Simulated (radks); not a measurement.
Results of a calculation; reference values are marked as such.
All-electron atom: the tungsten ion W69+ in [He] 2s2 2p1.

Level of theory: Dirac Kohn-Sham, PBE, spin-unpolarised, spherical densities, point nucleus; open shells fill j = l - 1/2 first (a radial shooting solver on a logarithmic mesh with Libxc functionals).

Energy parts (eV):
part                      energy
total                 -218393.48
kinetic                261669.41
electron-nucleus      -485359.59
Hartree                  7473.46
exchange-correlation    -2176.76

Orbitals (lengths in bohr, moments of r in powers of bohr; <r^-3> diverges for s and p1/2; r(90%) holds 90 % of the orbital's charge):
| orbital | occ. | eigenvalue (eV) | <r^-3> | r(90%) | <r> | <r^4> |
|---|---|---|---|---|---|---|
| 1s1/2 | 2 | -77491.14 | - | 0.0333 | 0.01828 | 5.710e-07 |
| 2s1/2 | 2 | -18931.98 | - | 0.115 | 0.07397 | 0.00007245 |
| 2p1/2 | 1 | -18673.80 | - | 0.100 | 0.06072 | 0.00004180 |
| 2p3/2 | 0 | -17172.29 | 18140 | 0.110 | 0.06801 | 0.00005948 |
| 3s1/2 | 0 | -8078.945 | - | 0.253 | 0.1736 | 0.001739 |
| 3p1/2 | 0 | -7996.487 | - | 0.240 | 0.1610 | 0.001389 |
| 3p3/2 | 0 | -7560.075 | 5581 | 0.254 | 0.1715 | 0.001745 |
| 3d3/2 | 0 | -7489.272 | 1081 | 0.219 | 0.1442 | 0.0009377 |
| 3d5/2 | 0 | -7373.011 | 911.0 | 0.223 | 0.1477 | 0.001012 |

The highest occupied level is 2p1/2 at -18673.8 eV. For comparison, the ionisation energy in NIST's Atomic Spectra Database is 18872 eV (semi-empirical). In exact Kohn-Sham theory the highest level is minus the ionisation energy, but local and semilocal functionals leave it too shallow, through self-interaction and a potential that decays too fast; potentials with the right tail come closer. Summed over all electrons, <r^2> = 0.01849 bohr^2, which gives a Langevin (diamagnetic) susceptibility term of -0.0146 x 10^-6 cm^3/mol.

Beside tabulated values, note that spin-unpolarised runs miss the spin-polarisation part of the exchange energy of open shells.
